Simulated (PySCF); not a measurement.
## Polarisability and C₆ of Ni (nickel, neutral)

[Ar] 3d8 4s1 4p1, one real determinant (an excited configuration). Computed with PySCF 2.14 in aug-cc-pVTZ with one added diffuse shell each of s, p, d, f, g type (9s8p6d4f3g, 118 functions), with no relativity, point nucleus. Coupled (time-dependent) response in atomic units; α is the mean over directions.

```csv
method,mean α (bohr³),"α xx, yy, zz",C₆ (like pair),S(−4)
UHF,82.42,"69.56, 108.2, 69.56",772.7,4526
PBE,91.16,"67.79, 137.9, 67.79",830.9,7628
```

S(−4) is the Cauchy moment in α(ω) = α(0) + S(−4) ω² + …

α(iu) at UHF:

| u (hartree) | α(iu) (bohr³) |
| --- | --- |
| 0 | 82.42 |
| 0.0500 | 72.80 |
| 0.100 | 55.25 |
| 0.200 | 30.21 |
| 0.300 | 18.30 |
| 0.500 | 9.043 |
| 0.750 | 5.159 |
| 1.00 | 3.515 |
| 1.50 | 2.087 |
| 2.00 | 1.449 |
| 3.00 | 0.8550 |
| 5.00 | 0.4181 |

The components differ because the open shell of this determinant is not spherical; for a pure term their mean is the scalar polarisability.

⟨L²⟩ = 14.06 against 20 for a pure G term, so this real determinant mixes terms.
